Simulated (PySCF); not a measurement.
Al(All)(H)(Me), C₄H₉Al, SMILES C([CH2][AlH][CH3])=C (PBE0/def2-SVP optimised geometry):

```
14

Al     0.167    -0.136     0.000
C     -0.513     1.834     0.000
C     -0.945     1.254     1.241
C     -0.113     0.689     2.189
H     -1.287     2.214    -0.671
H      0.413     2.421     0.009
H     -2.007     0.977     1.302
H      0.936     0.990     2.272
H     -0.533     0.122     3.022
H      1.754    -0.136     0.000
C     -0.988    -1.622    -0.559
H     -1.517    -2.081     0.292
H     -0.400    -2.421    -1.040
H     -1.754    -1.300    -1.284
```

Level of theory: PBE0/def2-TZVP in PySCF.

Problem. What are the frontier orbital energies and the dipole moment?

Solution. HOMO-2 -8.69 eV, HOMO-1 -7.79 eV, HOMO -6.68 eV, LUMO -0.67 eV, LUMO+1 0.59 eV; dipole moment 1.35 D.

Meta-Löwdin charges at PBE0/def2-TZVP: Al1 0.61, C2 -0.46, C3 -0.06, C4 -0.36, H5 0.13, H6 0.14, H7 0.14, H8 0.14, H9 0.13, H10 -0.14, C11 -0.65, H12 0.12, H13 0.13, H14 0.12.
